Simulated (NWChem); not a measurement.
System: CHAuOS; SMILES [Au](<-[C-]#[O+])[SH]

Here is an NWChem input.

```
start job
memory heap 200 mb stack 900 mb global 1100 mb
geometry units angstroms noautoz
  Au    -0.113671    -0.026601     0.001004
  S     -0.078286     2.266057     0.000076
  H     -1.437198     2.400061    -0.020443
  O     -0.110159    -3.101616     0.001386
  C     -0.096735    -1.951326     0.001235
end
basis spherical
  Au library def2-svp
  S library def2-svp
  H library def2-svp
  O library def2-svp
  C library def2-svp
end
ecp
  Au library def2-ecp
end
dft
  xc r2scan
  grid xcoarse
  iterations 150
  mulliken
end
task dft gradient
```

NWChem printed, in part:

```
             Northwest Computational Chemistry Package (NWChem) 7.3.0
             --------------------------------------------------------

 CS  symmetry detected

                             Geometry "geometry" -> ""
                             -------------------------

 Output coordinates in angstroms (scale by  1.889725989 to convert to a.u.)

  No.       Tag          Charge          X              Y              Z
 ---- ---------------- ---------- -------------- -------------- --------------
    1 Au                  79.0000     0.00562111    -0.02693434     0.00000000
    2 S                   16.0000     0.04852855     2.26559530     0.00000000
    3 H                    1.0000    -1.31009026     2.40406860     0.00000000
    4 O                    8.0000    -0.00097535    -3.10194421     0.00000000
    5 C                    6.0000     0.01622811    -1.95170452     0.00000000

 Effective nuclear repulsion energy (a.u.)     600.3026780613

      Symmetry information
      --------------------

 Group name             Cs
 Group number              2
 Group order               2
 No. of unique centers     5

                                 NWChem DFT Module
                                 -----------------

 Summary of "ao basis" -> "ao basis" (spherical)
 ------------------------------------------------------------------------------
       Tag                 Description            Shells   Functions and Types
 ---------------- ------------------------------  ------  ---------------------
 Au                         def2-svp                12       32   6s3p2d1f
 S                          def2-svp                 8       18   4s3p1d
 H                          def2-svp                 3        5   2s1p
 O                          def2-svp                 6       14   3s2p1d
 C                          def2-svp                 6       14   3s2p1d

      Symmetry analysis of basis
      --------------------------

        a'         59
        a"         24

            General Information
            -------------------
          SCF calculation type: DFT
          Wavefunction type:  closed shell.
          No. of atoms     :     5
          No. of electrons :    50
           Alpha electrons :    25
            Beta electrons :    25
          Charge           :     0
          Spin multiplicity:     1
          Use of symmetry is: on ; symmetry adaption is: on
          Maximum number of iterations: 150
          AO basis - number of functions:    83
                     number of shells:    35
          Convergence on energy requested:  1.00D-06
          Convergence on density requested:  1.00D-05
          Convergence on gradient requested:  5.00D-04

              XC Information
              --------------
                      r^2SCAN Method XC Functional
               r^2SCAN metaGGA Exchange Functional  1.000
                     r^2SCAN Correlation Potential  1.000

             Grid Information
             ----------------
          Grid used for XC integration:  xcoarse
          Radial quadrature: Mura-Knowles
          Angular quadrature: Lebedev.
          Tag              B.-S. Rad. Rad. Pts. Rad. Cut. Ang. Pts.
          ---              ---------- --------- --------- ---------
          Au                  1.35       84           8.0       194
          S                   1.00       42          10.0       194
          H                   0.35       21          11.0       194
          O                   0.60       21          13.0       194
          C                   0.70       21          11.0       194
          Grid pruning is: on
          Number of quadrature shells:   189
          Spatial weights used:  Erf1

      Superposition of Atomic Density Guess
      -------------------------------------

 Sum of atomic energies:        -662.60665450

      Non-variational initial energy
      ------------------------------

 Total energy =    -645.812040
 1-e energy   =   -1310.200142
 2-e energy   =     478.702812
 HOMO         =      -0.299503
 LUMO         =      -0.012705

      Symmetry analysis of molecular orbitals - initial
      -------------------------------------------------

  Numbering of irreducible representations:

     1 a'          2 a"

  Orbital symmetries:

     1 a'          2 a'          3 a'          4 a'          5 a'
     6 a'          7 a"          8 a'          9 a'         10 a'
    11 a"         12 a'         13 a'         14 a'         15 a'
    16 a'         17 a"         18 a'         19 a"         20 a'
    21 a"         22 a'         23 a'         24 a'         25 a"
    26 a'         27 a"         28 a'         29 a'         30 a'
    31 a"         32 a'         33 a'         34 a'         35 a'

     ---------------------------------------------
      Total Density - Mulliken Population Analysis
     ---------------------------------------------

    Atom       Charge   Shell Charges
 -----------   ------   -------------------------------------------------------
    1 Au  19    19.03   0.07 -0.47  1.81  0.61  0.80  0.33  5.59  0.47  0.09  8.61  1.11  0.01
    2 S   16    16.57   2.00  1.99  1.21  0.63  5.94  1.83  2.94  0.03
    3 H    1     0.80   0.57  0.19  0.03
    4 O    8     8.38   1.99  1.13  0.65  2.89  1.70  0.02
    5 C    6     5.21   1.99  0.99  0.45  1.23  0.47  0.07

   convergence    iter        energy       DeltaE   RMS-Dens  Diis-err
 ---------------- ----- ----------------- --------- --------- ---------
 d= 0,ls=0.0,diis     1   -647.5317129915 -8.33D+02  3.54D-02  1.02D+00
 d= 0,ls=0.0,diis     2   -645.6936201790  1.84D+00  3.23D-02  1.30D+01
 d= 0,ls=0.0,diis     3   -647.5333668228 -1.84D+00  9.97D-03  1.33D+00
 d= 0,ls=0.0,diis     4   -647.6564557846 -1.23D-01  5.02D-03  2.25D-01
 d= 0,ls=0.0,diis     5   -647.6717576970 -1.53D-02  3.74D-03  6.75D-02
  Resetting Diis
 d= 0,ls=0.0,diis     6   -647.6811999870 -9.44D-03  7.47D-04  2.59D-03
 d= 0,ls=0.0,diis     7   -647.6815251310 -3.25D-04  4.58D-04  2.81D-04
 d= 0,ls=0.0,diis     8   -647.6814827077  4.24D-05  3.03D-04  6.16D-04
 d= 0,ls=0.0,diis     9   -647.6815600138 -7.73D-05  6.11D-05  3.48D-05
 d= 0,ls=0.0,diis    10   -647.6815638932 -3.88D-06  1.42D-05  2.92D-06
 d= 0,ls=0.0,diis    11   -647.6815642144 -3.21D-07  3.90D-06  1.52D-07

         Total DFT energy =     -647.681564214393
      One electron energy =    -1311.759509526921
           Coulomb energy =      531.119731154824
    Exchange-Corr. energy =      -52.727075155023
 Nuclear repulsion energy =      185.685289312727

 Numeric. integr. density =       49.999656310806

                  Occupations of the irreducible representations
                  ----------------------------------------------

                     irrep           alpha         beta
                     --------     --------     --------
                     a'               19.0         19.0
                     a"                6.0          6.0

                       DFT Final Molecular Orbital Analysis
                       ------------------------------------

 Vector   23  Occ=2.000000D+00  E=-3.111081D-01  Symmetry=a'
              MO Center=  1.2D-01,  4.7D-01,  3.3D-15, r^2= 3.2D+00
   Bfn.  Coefficient  Atom+Function         Bfn.  Coefficient  Atom+Function
  ----- ------------  ---------------      ----- ------------  ---------------
    20      0.500007  1 Au d  2              18      0.295900  1 Au d  0
    16     -0.249275  1 Au d -2               5      0.232052  1 Au s
     3     -0.228456  1 Au s                 72      0.209160  5 C  s
    43      0.194010  2 S  px                40      0.173085  2 S  px
    36      0.169263  2 S  s                 51     -0.152857  3 H  s

 Vector   24  Occ=2.000000D+00  E=-2.722785D-01  Symmetry=a'
              MO Center= -1.4D-03,  1.4D+00, -8.7D-16, r^2= 2.9D+00
   Bfn.  Coefficient  Atom+Function         Bfn.  Coefficient  Atom+Function
  ----- ------------  ---------------      ----- ------------  ---------------
     5      0.552617  1 Au s                 44     -0.413850  2 S  py
     3     -0.356957  1 Au s                 41     -0.313402  2 S  py
     2      0.228869  1 Au s                 20      0.209416  1 Au d  2
    38     -0.181582  2 S  py                 6      0.169121  1 Au s
    72     -0.159063  5 C  s                 18      0.157330  1 Au d  0

 Vector   25  Occ=2.000000D+00  E=-2.165112D-01  Symmetry=a"
              MO Center=  2.1D-02,  1.8D+00,  1.1D-15, r^2= 2.9D+00
   Bfn.  Coefficient  Atom+Function         Bfn.  Coefficient  Atom+Function
  ----- ------------  ---------------      ----- ------------  ---------------
    45      0.613833  2 S  pz                42      0.422265  2 S  pz
    39      0.242196  2 S  pz                17     -0.200398  1 Au d -1
    15      0.134546  1 Au pz                61     -0.112071  4 O  pz
    75      0.105325  5 C  pz                64     -0.100199  4 O  pz
     9     -0.087538  1 Au pz                78      0.080583  5 C  pz

 Vector   26  Occ=0.000000D+00  E=-1.145585D-01  Symmetry=a'
              MO Center=  1.9D-03, -1.7D+00, -7.2D-15, r^2= 2.9D+00
   Bfn.  Coefficient  Atom+Function         Bfn.  Coefficient  Atom+Function
  ----- ------------  ---------------      ----- ------------  ---------------
    73      0.516657  5 C  px                76      0.454092  5 C  px
    59     -0.385432  4 O  px                62     -0.374182  4 O  px
    16      0.291313  1 Au d -2              13      0.270238  1 Au px
     7     -0.141976  1 Au px                52      0.135703  3 H  s
    36     -0.088620  2 S  s                 51      0.082373  3 H  s

 Vector   27  Occ=0.000000D+00  E=-1.075814D-01  Symmetry=a"
              MO Center=  1.2D-02, -1.6D+00, -8.2D-16, r^2= 3.2D+00
   Bfn.  Coefficient  Atom+Function         Bfn.  Coefficient  Atom+Function
  ----- ------------  ---------------      ----- ------------  ---------------
    75      0.521427  5 C  pz                78      0.464626  5 C  pz
    61     -0.381222  4 O  pz                64     -0.372362  4 O  pz
    17      0.337075  1 Au d -1              15      0.207596  1 Au pz
    45     -0.204685  2 S  pz                42     -0.123537  2 S  pz
     9     -0.118247  1 Au pz                39     -0.069545  2 S  pz

 Vector   28  Occ=0.000000D+00  E=-2.873313D-03  Symmetry=a'
              MO Center= -1.6D-01,  4.9D-01,  6.9D-15, r^2= 4.7D+00
   Bfn.  Coefficient  Atom+Function         Bfn.  Coefficient  Atom+Function
  ----- ------------  ---------------      ----- ------------  ---------------
     6      0.844518  1 Au s                 72     -0.803195  5 C  s
     5      0.645623  1 Au s                 44      0.604201  2 S  py
    36     -0.497974  2 S  s                 20     -0.395596  1 Au d  2
     3     -0.342669  1 Au s                 71     -0.255196  5 C  s
    41      0.236080  2 S  py                35     -0.233410  2 S  s

     ---------------------------------------------
      Total Density - Mulliken Population Analysis
     ---------------------------------------------

    Atom       Charge   Shell Charges
 -----------   ------   -------------------------------------------------------
    1 Au  19    18.91   0.07 -0.49  1.88  0.56  0.90  0.25  5.65  0.43  0.15  8.20  1.29  0.01
    2 S   16    16.23   2.00  1.99  1.22  0.64  5.93  1.79  2.63  0.05
    3 H    1     0.90   0.70  0.17  0.03
    4 O    8     8.02   1.99  1.15  0.63  2.79  1.44  0.02
    5 C    6     5.94   1.99  1.05  0.44  1.76  0.62  0.08

     -------------------------------------------
      Total Density - Lowdin Population Analysis
     -------------------------------------------

    Atom       Charge   Shell Charges
 -----------   ------   -------------------------------------------------------
    1 Au  19    19.21   0.00  0.02  1.05  0.90  0.63  0.41  4.97  1.17  0.41  7.81  1.81  0.02
    2 S   16    15.99   2.00  1.95  0.96  0.67  5.81  1.88  2.66  0.06
    3 H    1     0.99   0.60  0.30  0.08
    4 O    8     7.92   1.98  0.94  0.62  2.63  1.72  0.03
    5 C    6     5.89   1.97  0.74  0.46  1.62  0.93  0.17

     Multipole analysis of the density
     ---------------------------------

     L   x y z        total         alpha         beta         nuclear
     -   - - -        -----         -----         ----         -------
     0   0 0 0     -0.000000    -25.000000    -25.000000     50.000000

     1   1 0 0     -0.355712      0.140815      0.140815     -0.637341
     1   0 1 0     -1.012079     -2.032995     -2.032995      3.053911
     1   0 0 1      0.000000      0.000000      0.000000      0.000000

     2   2 0 0    -33.575601    -19.923561    -19.923561      6.271521
     2   1 1 0     -2.104220      1.731744      1.731744     -5.567708
     2   1 0 1      0.000000      0.000000      0.000000      0.000000
     2   0 2 0    -37.689111   -354.080805   -354.080805    670.472498
     2   0 1 1      0.000000      0.000000      0.000000      0.000000
     2   0 0 2    -36.448070    -18.224035    -18.224035      0.000000

            General Information
            -------------------
          SCF calculation type: DFT
          Wavefunction type:  closed shell.
          No. of atoms     :     5
          No. of electrons :    50
           Alpha electrons :    25
            Beta electrons :    25
          Charge           :     0
          Spin multiplicity:     1
          Use of symmetry is: on ; symmetry adaption is: on
          Maximum number of iterations: 150
          AO basis - number of functions:    83
                     number of shells:    35
          Convergence on energy requested:  1.00D-06
          Convergence on density requested:  1.00D-05
          Convergence on gradient requested:  5.00D-04

              XC Information
              --------------
                      r^2SCAN Method XC Functional
               r^2SCAN metaGGA Exchange Functional  1.000
                     r^2SCAN Correlation Potential  1.000

             Grid Information
             ----------------
          Grid used for XC integration:  xcoarse
          Radial quadrature: Mura-Knowles
          Angular quadrature: Lebedev.
          Tag              B.-S. Rad. Rad. Pts. Rad. Cut. Ang. Pts.
          ---              ---------- --------- --------- ---------
          Au                  1.35       84           8.0       194
          S                   1.00       42          10.0       194
          H                   0.35       21          11.0       194
          O                   0.60       21          13.0       194
          C                   0.70       21          11.0       194
          Grid pruning is: on
          Number of quadrature shells:   189
          Spatial weights used:  Erf1

          Convergence Information
          -----------------------
          Convergence aids based upon iterative change in
          total energy or number of iterations.
          Levelshifting, if invoked, occurs when the
          HOMO/LUMO gap drops below (HL_TOL):  1.00D-02
          DIIS, if invoked, will attempt to extrapolate
          using up to (NFOCK): 10 stored Fock matrices.

[...]

                         DFT ENERGY GRADIENTS

    atom               coordinates                        gradient
                 x          y          z           x          y          z
   1 Au      0.010622  -0.050899   0.000000   -0.000481   0.008747   0.000000
   2 S       0.091706   4.281354   0.000000    0.007966   0.002001   0.000000
   3 H      -2.475712   4.543031   0.000000   -0.007713   0.000727   0.000000
   4 O      -0.001843  -5.861825   0.000000   -0.000470  -0.029960   0.000000
   5 C       0.030667  -3.688187   0.000000    0.000698   0.018485   0.000000
```

Level: r2SCAN/def2-SVP with def2 effective core potentials on Au. Geometry: optimised at PBE-D3(BJ)/def2-SVP. def2 effective core potentials on Au; no spin-orbit coupling.
